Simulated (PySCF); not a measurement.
Consider `[BH3-][NH2+]CCCC` (C4H14BN). Optimised structure (Å), atoms numbered from 1:
```
B    -3.0539   -0.2651    0.3373
N    -1.4466   -0.0785    0.5029
C    -0.7739    0.5749   -0.6303
C     0.7213    0.7652   -0.4409
C     1.5230   -0.5269   -0.3305
C     3.0205   -0.2901   -0.2173
H    -3.2078   -0.9665   -0.6570
H    -3.5084    0.8660    0.2005
H    -3.4284   -0.8099    1.3700
H    -1.0405   -1.0011    0.6661
H    -1.2770    0.4547    1.3580
H    -0.9910   -0.0377   -1.5184
H    -1.2838    1.5368   -0.7821
H     0.9066    1.3968    0.4478
H     1.0940    1.3495   -1.2990
H     1.3094   -1.1588   -1.2105
H     1.1873   -1.1094    0.5467
H     3.2633    0.3147    0.6710
H     3.5749   -1.2367   -0.1378
H     3.4048    0.2491   -1.0976
```

These are calculated values, CAM-B3LYP-D3(BJ)/ma-def2-SVP in PySCF (grid level 2) at geometries from PBE0-D3(BJ)/def2-SVP. The prefix ma- adds one diffuse s and one diffuse p function on all atoms but H. Zero-point and thermal terms (298.15 K, 1 bar) come from unscaled GFN2-xTB harmonic frequencies, with soft modes damped to free rotors in the entropy. These were taken at the GFN2-xTB minima.

Question: What are the vertical and the adiabatic ionisation energy for forming the radical cation?

Answer: 10.18 eV vertical and 8.67 eV adiabatic, the latter with zero-point energy.

Question: Where does the unpaired spin of the relaxed radical cation sit?

Answer: B1 (boron) 0.58, H (on B1) 0.21, H (on B1) 0.21 (intrinsic atomic orbital populations).

Question: How far is −ε(HOMO) from the vertical value by ΔSCF?

Answer: −ε(HOMO) = 9.02 eV, which is 1.15 eV below the ΔSCF value.

Known limits: ma-def2-SVP is a small basis, whose errors can reach tens of kJ/mol.

Differences come from unrounded values, so a last digit can differ from that of the printed terms.
